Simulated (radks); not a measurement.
Valence configurations of Cr II (all share [Ar]). Calculated with a radial shooting solver on a logarithmic mesh with Libxc functionals: Dirac Kohn-Sham, PBE, spin-unpolarised, spherical densities, finite nucleus; open shells fill j = l - 1/2 first; Fermi nuclear charge, rms radius 3.6452 fm. Energies are relative to 3d5; eigenvalues in eV.

valence          E (eV)  e(3d3/2)  e(3d5/2)  e(4p1/2)  e(4s1/2)
3d5               0.000    -9.895    -9.815         -         -
3d4 4p1           5.404   -15.049         -    -7.724         -
3d4 4s1           1.026   -13.824         -         -   -11.397
3d4.5 4s0.5       0.205   -11.708   -11.622         -   -10.634
3d4.5 4p0.5       2.268   -12.322   -12.236    -6.879         -
3d4 4s0.5 4p0.5   3.204   -14.444         -    -7.400   -11.779
3d3.5 4p1.5       9.595   -18.038         -    -8.557         -
3d3 4s2           5.085   -18.888         -         -   -13.043
3d3 4p2          14.927   -21.248         -    -9.365         -
3d1.5 4s2 4p1.5  27.209   -29.856         -   -10.745   -16.490

NIST lists [Ar] 3d5 as the ground configuration; this level of theory agrees among the configurations tried. The energies are those of spherical spin-averaged densities, not of single terms.
